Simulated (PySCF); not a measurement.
Species: C6H10O (charge +1 and doublet state).
SMILES with atom numbers: `[CH2+:1][CH:2]/[C:3]([CH3:4])=[CH:5]/[O:6][CH3:7]` (hydrogens: H8, H9 on C1; H10 on C2; H11, H12, H13 on C4; H14 on C5; H15, H16, H17 on C7)

Geometry (GFN2-xTB, Å), atoms numbered from 1 in this order:
```xyz
17
C6H10O angstrom
C     -2.920    0.243    0.754
C     -1.650    0.694    0.639
C     -0.545   -0.093    0.200
C     -0.684   -1.515   -0.182
C      0.707    0.531    0.129
O      1.758   -0.105   -0.264
C      3.018    0.520   -0.331
H     -3.198   -0.773    0.526
H     -3.709    0.896    1.084
H     -1.442    1.725    0.891
H      0.274   -1.946   -0.457
H     -1.371   -1.618   -1.024
H     -1.113   -2.094    0.637
H      0.801    1.581    0.410
H      3.373    0.456   -1.363
H      3.709   -0.052    0.296
H      2.985    1.561   -0.006
```

The hyperfine couplings belong to this conformer and change with its torsions.

Theory: UKS B3LYP, pcH-1 on C H O, non-relativistic, mean-field spin-orbit, GIAO (PySCF). Geometry: GFN2-xTB, one conformer, isolated ion. Couplings are sensitive to structure, and on GFN2-xTB geometries they can be far from those on DFT ones, by a factor of two or more for some ions and for spin on atoms past the first row. No stability test was run, so a lower SCF solution isn't excluded.

(1) Break the g tensor into its mass correction, gauge correction and orbital-Zeeman/spin–orbit terms.

(2) What effective moment and Curie constant follow for a powder?

(3) What are the electron Larmor frequencies g μB B/h along the three axes at 350 mT?

(4) In a frozen sample, at which fields do the three g values resonate at 9.5, 34, 94 and 263 GHz (hyperfine left aside), and which band first spreads them over more than twice a line width of 0.5 mT?

Results:

(1) 
| Δg (ppm) | 1 | 2 | 3 |
| --- | --- | --- | --- |
| relativistic mass correction | -182 | -182 | -182 |
| gauge correction | -3 | 39 | 38 |
| orbital Zeeman/spin–orbit | -4 | 1077 | 2464 |
| total | -189 | 934 | 2319 |

So g = 2.00213, 2.00325, 2.00464 and g_iso = 2.00334; the tensor is rhombic: the two nearest values differ by 45 % of g3 − g1. Axes: g3 points within 1° of the C1–C2 bond.

(2) With the mean of g² = 4.0134 and S(S+1) = 0.75: μ_eff = √(⟨g²⟩S(S+1)) = 1.735 μB and χT = 0.12505·⟨g²⟩·S(S+1) = 0.376 cm³ K/mol (cgs; spin-Hamiltonian part alone).

(3) 9.8078, 9.8133, 9.8201 GHz for g1, g2 and g3, a range of 12.3 MHz.

(4) 
| band | GHz | B(g3) mT | B(g2) mT | B(g1) mT | spread mT |
| --- | --- | --- | --- | --- | --- |
| X | 9.5 | 338.59 | 338.83 | 339.02 | 0.42 |
| Q | 34.0 | 1211.80 | 1212.64 | 1213.32 | 1.52 |
| W | 94.0 | 3350.27 | 3352.59 | 3354.47 | 4.20 |
| J | 263.0 | 9373.64 | 9380.12 | 9385.38 | 11.75 |

The spread grows in proportion to the frequency. Q band is the first where it exceeds 1.0 mT.

The Mulliken spin populations are largest on C1 (+0.46), C3 (+0.29), C5 (+0.21) and O6 (+0.18). Four atoms exceed +0.15. The positive populations add up to 1.19 and the negative ones to -0.19, together 2S = 1.

The HOMO–LUMO gaps are 5.00 eV among the α and 3.90 eV among the β orbitals.

The SMILES draws the unpaired electron on C2; the largest computed Mulliken spin population is on C1 (0.46 against -0.11).
